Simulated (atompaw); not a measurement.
## What one change does to a pseudopotential (Mn, PAW (atompaw))

manganese (Mn), PAW, made with atompaw 4.2.0.5 (PBEsol, scalar-relativistic). Core [Ar], reference 3d5 4s2 4p0. Waves: 4s (bound): rc 3.00 bohr; 4s channel at 4.5 Ry: rc 3.00 bohr; 4p (bound, empty): rc 3.00 bohr; 4p channel at 4.85 Ry: rc 3.00 bohr; 3d (bound): rc 2.15 bohr; 3d channel at 3.3 Ry: rc 2.15 bohr. Local part: bessel scheme, radius 2.10 bohr. Core correction: smooth core density matched at 2.70 bohr. Augmentation charge: sinc compensation charge, radius 2.40 bohr; PAW radius 3.00 bohr; waves and projectors: custom polynom gramschmidtortho.

All-electron outer shells of the reference configuration (PBEsol, scalar-relativistic, ld1.x):

| shell | level (eV) | outermost node (bohr) | outermost maximum (bohr) |
| --- | --- | --- | --- |
| 3s | -85.64 | 0.34 | 0.74 |
| 3p | -54.48 | 0.31 | 0.75 |
| 3d | -6.79 | – | 0.76 |
| 4s | -5.12 | 1.05 | 2.51 |
| 4p | -1.35 | 1.16 | 3.38 |

Change: local potential bessel scheme, radius 2.86 bohr.

Cutoffs: the cutoffs (Ry, on a coarse ladder) from which the occupation-weighted sum of valence levels, in a spherical-Bessel basis at the reference potential, stays within 10 and 1 mRy of its value at 400 Ry; they do not see the model core or the augmentation charge, which bear on the density cutoff.

Q: What does the change do?

A: The potential gets neither clearly harder nor softer (21 Ry and 40 Ry → 21 Ry and 40 Ry); the range in which the s phases agree narrows (upper end at the end of the scan → 2.9); neither file shows a bound ghost.

```csv
quantity,base,changed
"cutoff, loose",21 Ry,21 Ry
"cutoff, tight",40 Ry,40 Ry
bound ghosts,none,none
s: phases at 3.00 bohr within 0.05 rad from the reference energy up to (Ry; the scan ends near 5),to the end of the scan,2.9
p: phases at 3.00 bohr within 0.05 rad from the reference energy up to (Ry; the scan ends near 5),to the end of the scan,to the end of the scan
d: phases at 3.00 bohr within 0.05 rad from the reference energy up to (Ry; the scan ends near 5),1.0,0.2
lowest overlap eigenvalue by channel,"s 0.07, p 0.49, d 0.92","s 0.10, p 0.52, d 0.96"
```

 The cutoffs see the waves, projectors and local potential, not the compensation charge or the core.
